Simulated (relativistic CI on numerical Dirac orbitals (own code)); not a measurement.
# I XLV: computed level list

Calculated at this level of theory: Dirac-Coulomb-Breit CI, orbitals from a KLI potential per configuration, model QED (radiative potential, 1s self-energy scaled to tabulated hydrogen-like ionisation energies), unscaled Slater integrals (own radial code, finite nucleus).

CI space (outside the closed core 1s2): 2s2.2p5, 2s.2p6, 2p6.3s, 2p6.3p, 2p6.3d, 2s2.2p4.3s, 2s2.2p4.3p, 2s2.2p4.3d, 2s.2p5.3s, 2s.2p5.3p, 2s.2p5.3d, 2s2.2p4.4s, 2s2.2p4.4p, 2s2.2p4.4d, 2s2.2p4.4f, 2s.2p5.4s. Levels of other configurations are missing.

The lowest level is 2s2.2p5 2P°_3/2, with 100 % of that term; Hund's rules for 2s2.2p5 give 2P° with J = 3/2, in agreement.

| No. | Configuration | Term | J | E (eV) | % | Lifetime (s) |
| --- | --- | --- | --- | --- | --- | --- |
| 1 | 2s2.2p5 | 2P° | 3/2 | 0.00 | 100 |  |
| 2 | 2s2.2p5 | 2P° | 1/2 | 308.48 | 100 | 3.68e-09 |
| 3 | 2s.2p6 | 2S | 1/2 | 606.84 | 100 | 5.84e-13 |
| 4 | 2p4(3P).3s | 4P | 5/2 | 4146.58 | 71 | 1.31e-13 |
| 5 | 2p4(3P).3s | 2P | 3/2 | 4153.99 | 57 | 2.01e-14 |
| 6 | 2p4(1S).3s | 2S | 1/2 | 4186.19 | 61 | 4.14e-14 |
| 7 | 2p4(3P).3p | 4P° | 3/2 | 4229.64 | 34 | 1.15e-11 |
| 8 | 2p4(3P).3p | 2D° | 5/2 | 4232.25 | 36 | 5.01e-12 |
| 9 | 2p4(1S).3p | 2P° | 1/2 | 4266.96 | 73 | 4.11e-12 |
| 10 | 2p4(3P).3p | 2D° | 5/2 | 4313.75 | 49 | 5.86e-12 |
| 11 | 2p4(3P).3p | 4D° | 7/2 | 4314.38 | 71 | 6.15e-12 |
| 12 | 2p4(1D).3p | 2P° | 1/2 | 4315.37 | 47 | 5.06e-12 |
| 13 | 2p4(3P).3p | 2P° | 3/2 | 4344.72 | 43 | 1.92e-12 |
| 14 | 2p4(1S).3p | 2P° | 3/2 | 4359.68 | 64 | 6.70e-12 |
| 15 | 2p4(3P).3d | 4D | 3/2 | 4411.18 | 34 | 3.89e-13 |
| 16 | 2p4(3P).3d | 4D | 5/2 | 4412.53 | 42 | 4.28e-13 |
| 17 | 2p4(3P).3d | 4P | 1/2 | 4415.02 | 43 | 2.47e-14 |
| 18 | 2p4(3P).3d | 2F | 7/2 | 4415.47 | 34 | 9.69e-12 |
| 19 | 2p4(3P).3d | 2F | 7/2 | 4431.26 | 51 | 2.52e-11 |
| 20 | 2p4(3P).3d | 4F | 9/2 | 4432.37 | 70 | 3.03e-11 |
| 21 | 2p4(3P).3d | 2P | 1/2 | 4441.42 | 49 | 4.61e-15 |
| 22 | 2p4(1S).3d | 2D | 3/2 | 4445.72 | 53 | 8.96e-15 |
| 23 | 2p4(3P).3s | 4P | 3/2 | 4452.69 | 71 | 3.04e-14 |
| 24 | 2p4(3P).3d | 2D | 5/2 | 4456.46 | 44 | 2.69e-15 |
| 25 | 2p4(3P).3s | 2P | 1/2 | 4460.16 | 65 | 2.88e-14 |
| 26 | 2p4(3P).3d | 2P | 3/2 | 4463.41 | 33 | 3.34e-15 |
| 27 | 2p4(1D).3s | 2D | 5/2 | 4470.39 | 52 | 4.04e-14 |
| 28 | 2p4(1D).3s | 2D | 3/2 | 4475.17 | 64 | 2.57e-14 |
| 29 | 2p4(1S).3d | 2D | 5/2 | 4480.59 | 55 | 4.44e-15 |
| 30 | 2p4(3P).3p | 4P° | 1/2 | 4533.94 | 54 | 7.16e-11 |
| 31 | 2p4(3P).3p | 4D° | 3/2 | 4539.81 | 53 | 1.02e-11 |
| 32 | 2p4(1D).3p | 2F° | 5/2 | 4552.87 | 55 | 7.81e-12 |
| 33 | 2p4(1D).3p | 2P° | 3/2 | 4577.66 | 55 | 2.09e-12 |
| 34 | 2p4(3P).3p | 4D° | 5/2 | 4617.96 | 54 | 6.75e-12 |
| 35 | 2p4(3P).3p | 2P° | 1/2 | 4623.21 | 36 | 4.44e-12 |
| 36 | 2p4(3P).3p | 2D° | 3/2 | 4624.89 | 50 | 2.97e-12 |
| 37 | 2p4(1D).3p | 2F° | 7/2 | 4636.40 | 71 | 4.14e-12 |
| 38 | 2p4(1D).3p | 2P° | 3/2 | 4636.73 | 44 | 1.73e-12 |
| 39 | 2p4(1D).3p | 2D° | 5/2 | 4643.14 | 71 | 3.10e-12 |
| 40 | 2p4(1D).3p | 2P° | 1/2 | 4674.82 | 84 | 4.35e-13 |
| 41 | 2p4(3P).3d | 4D | 1/2 | 4712.70 | 81 | 2.41e-13 |
| 42 | 2s.2p5.3s | 4P° | 5/2 | 4713.27 | 97 | 1.18e-12 |
| 43 | 2p4(3P).3d | 4D | 3/2 | 4720.65 | 36 | 1.20e-13 |
| 44 | 2p4(3P).3d | 4F | 5/2 | 4726.49 | 56 | 8.18e-15 |
| 45 | 2s.2p5.3s | 2P° | 3/2 | 4728.67 | 71 | 3.25e-14 |

Energies count from the lowest computed level; ° marks odd parity; lifetimes are radiative, by E1, M1, E2, M2 decay to levels of this space only. Percentages are summed over parent terms; the parents shown are those of the largest component, closed shells are left out there.

The mean weight of the leading LS term, summed over parents, in these 45 levels is 59 %, and that of the leading jj configuration (from the same eigenvectors) 94 %, so jj coupling describes them better and the LS labels are nominal.

At this charge energies of transitions that change n are usually good to better than 1 %, and those within a shell (Δn = 0) to a few per cent.

LS names give the leading component of a level, which can be under half, so a name can repeat, a term be missing and a line seem to break the LS rules.
